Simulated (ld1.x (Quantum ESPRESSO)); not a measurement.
Results of a calculation; reference values are marked as such.
# Potentials for Au compared

Generated with ld1.x 7.5 (TM, RRKJ, ultrasoft, PAW), atompaw 4.2 or ONCVPSP 4.0.1. The cutoff is in Ry: for ld1.x and atompaw files where the sum of valence levels is converged to 10 mRy in a Bessel basis, for ONCV files where the hardest occupied wave has 1 mHa per electron of residual kinetic energy. The error is the largest all-electron minus pseudo excitation energy over each file’s own four to seven test configurations (ionisations up to +4, promotions, holes and added fractions of an electron), all of which were solved. The labels leave out finer settings (local radius, basis sizes, second energies), which also bear on the numbers. Spin-polarised tests are not counted. The rows are a selection from randomly drawn settings: files with unsolved tests, undetermined cutoffs or missed reference levels are left out.

A true bound ghost makes a file unfit for plane-wave use even where its test errors are small: the radial tests pick states by their node count and pass the ghost by.

```tsv
potential	cutoff (Ry)	largest error (meV)	bound ghosts
TM, PBE, scalar-relativistic, rc 2.15/2.80/1.60 (spd), local p, core correction yes, reference 5d9.5 6s0 6p0	45	-1259	none
TM semilocal, PBEsol, scalar-relativistic, rc 2.15/3.95/1.35 (spd), local s, core correction yes, reference 5d10 6s1 6p0	55	-488	none
PAW, Wu–Cohen, scalar-relativistic, rc 2.25/3.70/2.25 (spd), local smoothed, core correction yes, reference 5d10 6s0.5 6p0	21	-225	none
TM, PBEsol, scalar-relativistic, rc 2.45/2.55/1.55 (spd), local d, core correction yes, reference 5d10 6s0 6p0	45	-197	s, p
```

(1) Fill in the row for Au: TM, PBE, fully relativistic, rc 1.65/2.85/1.60 (spd), local s, core correction yes, reference 5d10 6s0.75 6p0.25.

Answers

(1) cutoff 45 Ry, largest error -884 meV, bound ghosts: none.
